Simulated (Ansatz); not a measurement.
Frontier orbitals of C₂H₆AlFO, SMILES `CC[O][AlH][F]`.

```xyz
11

C    -0.637    0.472   -1.444
C     0.564    0.184   -0.574
O     0.245   -0.746    0.428
Al    0.157   -0.758    2.098
F    -0.307   -2.161    2.819
H    -0.369    1.159   -2.252
H    -1.018   -0.451   -1.886
H    -1.441    0.929   -0.861
H     0.942    1.119   -0.138
H     1.373   -0.234   -1.184
H     0.492    0.486    2.994
```

Total charge 0; spin multiplicity 1. Geometry: relaxed with PBE0-D4/def2-TZVP. It is one conformer, not always the lowest. Basis def2-TZVPP, Ansatz 0.2.0.

Orbital energies of one run (eV). Highest occupied ones, from the top: -10.74, -10.85, -12.10, -13.00, -13.33, -13.97, -14.10, -14.44, -15.29, -15.85, -16.65, -20.00, -23.72, -30.71. Empty: 1.06, 1.58, 2.29, 3.39, 3.64, 4.10.

Q: Which functional gave them?
A. ωB97M-V
B. CAM-B3LYP
C. PBE0
D. B3LYP

A: A. HOMO energies: ωB97M-V -10.74, B3LYP -8.13, PBE0 -8.35, CAM-B3LYP -9.82 eV.

B3LYP here is the variant with VWN-RPA as its local correlation; programs differ in this.
